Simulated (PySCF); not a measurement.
## Potential energy of CsS along the bond

Set-up: basis Cs def2-TZVPP with ECP46, S def2-TZVPP; scalar-relativistic core potentials; PySCF 2.14. Energies in eV from Cs + S in their ground configurations at the same level. State: ²Π (doublet), unpaired electrons π ↑.

All columns are BP86. A positive dipole means Cs(−)S(+).

```
R (Å)  E (eV)   μ (D)  Mulliken charge on Cs (basis-dependent)  HOMO (eV)  LUMO (eV)  Mayer bond order  ⟨S²⟩
2.637  -2.269   -7.43                                     0.64      -3.89      -3.93              0.67  0.75
2.759  -2.579   -8.17                                     0.65      -3.90      -3.72              0.65  0.75
2.882  -2.751   -8.87                                     0.65      -3.86      -3.53              0.65  0.75
2.974  -2.813   -9.36                                     0.65      -3.75      -3.40              0.65  0.75
3.066  -2.834   -9.83                                     0.65      -3.63      -3.29              0.65  0.75
3.158  -2.824  -10.29                                     0.65      -3.53      -3.18              0.65  0.75
3.281  -2.775  -10.86                                     0.65      -3.41      -3.06              0.65  0.75
3.434  -2.678  -11.54                                     0.64      -3.27      -2.92              0.66  0.75
3.618  -2.531  -12.30                                     0.64      -3.12      -2.77              0.66  0.76
3.863  -2.315  -13.22                                     0.63      -2.97      -2.61              0.66  0.76
```

A fit through these points gives, at Re = 3.077 Å, μ = -9.89 D and dμ/dR = -5.00 D/Å; the reduced mass is 25.77 u.

How strong is the fundamental in the double-harmonic approximation, I = 42.26·(dμ/dR)²/μred km/mol?

I = 42.26·(-5.00)²/25.77 = 41.0 km/mol at BP86.

Spin–orbit coupling is left out, which matters for elements this heavy, above all for dissociation energies. The state is the lowest determinant that a PBE0 search found; another state may lie lower at other levels.
